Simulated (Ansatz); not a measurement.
`[NH2][Y]([OH])[F]` + HCl → `[OH][Y]([F])[Cl]` + NH₃ at 700 K and 1 bar (ligand exchange at a Y–N bond).

Isolated molecules relaxed with PBE0-D4/def2-TZVP in Ansatz; ΔE leaves out vibrations. CCSD(T)/CBS is the MP2 limit (def2-TZVPP, def2-QZVPP) plus CCSD(T) − MP2 in def2-TZVPP, frozen cores. This one scheme is used for every species. Elements past krypton have def2 core potentials. For Y outer-core shells are correlated without core-valence functions, which leaves a few kJ/mol of doubt a bond. Each species was taken in one conformer, which may not be the lowest.

```json
{"species": "`[NH2][Y]([OH])[F]`", "CCSD(T)/CBS energy (Eh)": "-269.91757", "H − E (kJ/mol)": "168.0", "S (J/(mol·K))": "449.5"}
{"species": "HCl", "CCSD(T)/CBS energy (Eh)": "-460.38127", "H − E (kJ/mol)": "38.4", "S (J/(mol·K))": "211.8"}
{"species": "`[OH][Y]([F])[Cl]`", "CCSD(T)/CBS energy (Eh)": "-673.84260", "H − E (kJ/mol)": "96.1", "S (J/(mol·K))": "431.8"}
{"species": "NH₃", "CCSD(T)/CBS energy (Eh)": "-56.50880", "H − E (kJ/mol)": "116.9", "S (J/(mol·K))": "226.5"}
```

H − E and S are ideal-gas, rigid-rotor, harmonic terms from PBE0-D4/def2-TZVP, for one conformer and one mirror image of each species. 1 Eh = 2625.50 kJ/mol, R = 8.31446 J/(mol·K).

**Question.** By hand: ΔE, ΔH, ΔS and ΔG.

**Answer.** ΔE = (-673.84260) + (-56.50880) − (-269.91757) − (-460.38127) = -0.05256 Eh = -138.0 kJ/mol. Δ(H − E) = 96.1 + 116.9 − 168.0 − 38.4 = 6.6, so ΔH = -131.4 kJ/mol. ΔS = 431.8 + 226.5 − 449.5 − 211.8 = -3.0 J/(mol·K). ΔG = -131.4 − 700 × (-3.0)/1000 = -129.3 kJ/mol.

**Question.** By hand: the equilibrium constant, and the temperature at which ΔG would vanish if ΔH and ΔS stayed fixed.

**Answer.** log₁₀ K = −ΔG/(RT ln 10) = 9.6. ΔG = 0 at ΔH/ΔS = 43800 K, far beyond where these terms or the molecules hold.

The number of gas molecules stays the same, so ΔS is small and ΔH decides. A doubt of 5 kJ/mol in ΔE shifts log₁₀ K by 0.4 here. Other conformers and mirror images would add mixing entropy, several J/(mol·K) or more a flexible species. Modes under 60 cm⁻¹, often nearly free rotors, make the harmonic entropy too high. These are equilibria of isolated gas molecules and say nothing of rates. Largest T1 diagnostic: 0.014 (customary marks: 0.02 for closed shells, 0.045 for open ones).
